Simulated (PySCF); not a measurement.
CHI2, SMILES I[CH]I (connectivity only; charge and spin as stated), charge +1, multiplicity 1.

Coordinates come from a PBE-D3(BJ)/def2-SVP optimisation. The spin state was assumed, not searched. The isomer is the one that the SMILES or the coordinates give; other isomers of the formula were not compared. The def2 effective core potentials stand for the cores of I; spin–orbit coupling is left out.

Calculation: TDA-PBE0/def2-SVPD run with PySCF.

Vertical excitations. The molecule is in vacuum. State labels are in the subgroup C2v.

| state | symmetry | energy (eV) | λ (nm) | f | main pairs |
|---|---|---|---|---|---|
| S1 | A2 | 2.30 | 539 | 0.000 | HOMO→LUMO 100 % |
| S2 | B1 | 2.50 | 495 | 0.000 | HOMO−2→LUMO 100 % |
| S3 | B2 | 3.88 | 319 | 0.250 | HOMO−1→LUMO 80 %, HOMO→LUMO+1 14 % |
| S4 | A2 | 5.02 | 247 | 0.000 | HOMO−1→LUMO+1 99 % |
| S5 | B2 | 5.06 | 245 | 0.161 | HOMO→LUMO+1 81 % |
| S6 | A1 | 5.08 | 244 | 0.003 | HOMO−2→LUMO+1 96 % |
| S7 | A1 | 5.73 | 216 | 0.024 | HOMO−3→LUMO 85 % |
| S8 | A2 | 5.99 | 207 | 0.000 | HOMO−4→LUMO 98 % |
| S9 | A1 | 6.77 | 183 | 0.000 | HOMO→LUMO+2 98 % |
| S10 | B1 | 6.79 | 183 | 0.005 | HOMO−3→LUMO+1 74 %, HOMO−1→LUMO+2 19 % |
| T1 | B2 | 2.01 | 616 | 0 | HOMO−1→LUMO 100 % |
| T2 | A2 | 2.01 | 616 | 0 | HOMO→LUMO 100 % |
| T3 | B1 | 2.19 | 567 | 0 | HOMO−2→LUMO 100 % |
| T4 | A1 | 3.15 | 393 | 0 | HOMO−3→LUMO 99 % |
Triplets are in the Tamm–Dancoff approximation.
